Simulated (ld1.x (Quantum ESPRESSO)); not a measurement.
## I (Z = 53): one change to a TM semilocal potential, before and after

* Element: I
* Generator: ld1.x (Quantum ESPRESSO) 7.5
* Type: norm-conserving Troullier–Martins (semilocal form)
* Functional: PW91
* Relativity: scalar-relativistic
* Frozen core: [Kr]
* Valence charge: 17
* Reference configuration: 4d10 5s2 5p4 (charge +1)
* Partial waves: 5s (bound): rc 1.25 bohr; 4d (bound): rc 1.25 bohr; 5p (bound): rc 1.85 bohr
* Local potential: the p channel
* Core correction: none

Change: wave 5p (bound): rc 1.85 bohr becomes 5p (bound): rc 1.72 bohr.

Cutoffs: the cutoffs (Ry, on a coarse ladder) from which the occupation-weighted sum of valence levels, in a spherical-Bessel basis at the reference potential, stays within 10 and 1 mRy of its value at 400 Ry; they do not see the model core or the augmentation charge, which bear on the density cutoff. Errors are all-electron minus pseudo energies relative to the spin-unpolarised reference configuration.

What does the change do?

The potential gets neither clearly harder nor softer (140 Ry and 230 Ry → 140 Ry and 230 Ry); of the 7 tests that both files solve, the error grows in 3 and shrinks in 0 by more than 15 % and 0.3 meV (median size 10.1 → 10.7 meV); neither file shows a bound ghost. That the errors move this way runs against the usual rule that smaller radii transfer better. A semilocal file is local in each channel, so a ghost entry of none says nothing of the separable form that plane-wave codes build from it.

| quantity | base | changed |
| --- | --- | --- |
| cutoff, loose | 140 Ry | 140 Ry |
| cutoff, tight | 230 Ry | 230 Ry |
| bound ghosts | none | none |
| error for 4d10 5s2 5p5, meV [ΔE -11.19 eV] | +7.5 | +7.9 |
| error for 4d10 5s2 5p3, meV [ΔE 19.92 eV] | +3.3 | +4.0 |
| error for 4d10 5s2 5p2, meV [ΔE 49.33 eV] | +33 | +36 |
| error for 4d10 5s2 5p4.5, meV [ΔE -6.63 eV] | +3.2 | +3.3 |
| error for 4d10 5s2 5p5.3, meV [ΔE -12.98 eV] | +10 | +11 |
| error for 4d9 5s2 5p6, meV [ΔE 34.68 eV] | +87 | +111 |
| error for 4d10 5s1 5p5, meV [ΔE 11.00 eV] | +11 | +13 |
